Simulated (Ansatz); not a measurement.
`[NH2][In]([Br])[Br]` + H₂S → `[SH][In]([Br])[Br]` + NH₃ at 500 K and 1 bar (ligand exchange at the In–N bond).

Gas-phase electronic energies from Ansatz, PBE0-D4/def2-TZVP geometries. CBS: MP2 limit from def2 TZ/QZ plus the TZ coupled-cluster correction, frozen cores. This one scheme is used for every species. Elements past krypton have def2 core potentials. For Br, In outer-core shells are correlated without core-valence functions, which leaves a few kJ/mol of doubt a bond. Scalar relativity is left out up to krypton. Each species was taken in one conformer, which may not be the lowest.

| species | CCSD(T)/CBS energy (Eh) | H − E (kJ/mol) | S (J/(mol·K)) |
| --- | --- | --- | --- |
| `[NH2][In]([Br])[Br]` | -5392.48319 | 110.7 | 430.6 |
| H₂S | -398.97279 | 57.0 | 224.0 |
| `[SH][In]([Br])[Br]` | -5734.97677 | 68.4 | 436.9 |
| NH₃ | -56.50880 | 108.2 | 211.8 |

H − E and S are ideal-gas, rigid-rotor, harmonic terms from PBE0-D4/def2-TZVP, for one conformer and one mirror image of each species. 1 Eh = 2625.50 kJ/mol, R = 8.31446 J/(mol·K).

Task: By hand: ΔE, ΔH, ΔS and ΔG.

Result: ΔE = (-5734.97677) + (-56.50880) − (-5392.48319) − (-398.97279) = -0.02959 Eh = -77.7 kJ/mol. Δ(H − E) = 68.4 + 108.2 − 110.7 − 57.0 = 8.9, so ΔH = -68.8 kJ/mol. ΔS = 436.9 + 211.8 − 430.6 − 224.0 = -5.9 J/(mol·K). ΔG = -68.8 − 500 × (-5.9)/1000 = -65.8 kJ/mol.

Task: By hand: the equilibrium constant, and the temperature at which ΔG would vanish if ΔH and ΔS stayed fixed.

Result: log₁₀ K = −ΔG/(RT ln 10) = 6.9. ΔG = 0 at ΔH/ΔS = 11661 K, far beyond where these terms or the molecules hold.

The number of gas molecules stays the same, so ΔS is small and ΔH decides. A doubt of 5 kJ/mol in ΔE shifts log₁₀ K by 0.5 here. Other conformers and mirror images would add mixing entropy, several J/(mol·K) or more a flexible species. These are equilibria of isolated gas molecules and say nothing of rates. Largest T1 diagnostic: 0.011 (customary marks: 0.02 for closed shells, 0.045 for open ones).
